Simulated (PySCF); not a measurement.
Si(H)(F)2(NHSiH3) (F2H5NSi2), SMILES F[SiH](F)N[SiH3].

Coordinates come from a PBE0-D3(BJ)/def2-SVP optimisation. The values are those of a single conformer.

Two levels are set side by side: PBE/def2-TZVP (PySCF) and M06-2X/def2-TZVP (PySCF). Same geometry, gas phase. Differences are taken from unrounded values.

| quantity | M06-2X |
|---|---|
| orbital gap (eV) | 10.38 |
| highest occupied level (eV) | -9.69 |
| lowest empty level (eV) | 0.69 |
| dipole moment (D) | 2.13 |
| mean polarisability (bohr³) | 53.5 |

**Question.** What does PBE give, and how far is it from M06-2X? (An estimate is asked for; the answer gives what the named calculation found.)

**Answer.** 
| quantity | PBE | PBE minus M06-2X |
|---|---|---|
| orbital gap (eV) | 6.06 | -4.32 |
| highest occupied level (eV) | -6.93 | 2.76 |
| lowest empty level (eV) | -0.87 | -1.56 |
| dipole moment (D) | 1.91 | -0.23 |
| mean polarisability (bohr³) | 57.3 | 3.9 |

Without exact exchange PBE keeps part of each electron's self-repulsion, which lifts occupied levels and narrows the gap. Loosely held outer electrons make PBE densities more polarisable. Differences between two approximate levels are no errors against the true value.

Rough cost on one machine, each run with all the roots and properties that it gave: M06-2X against PBE about 4 times.
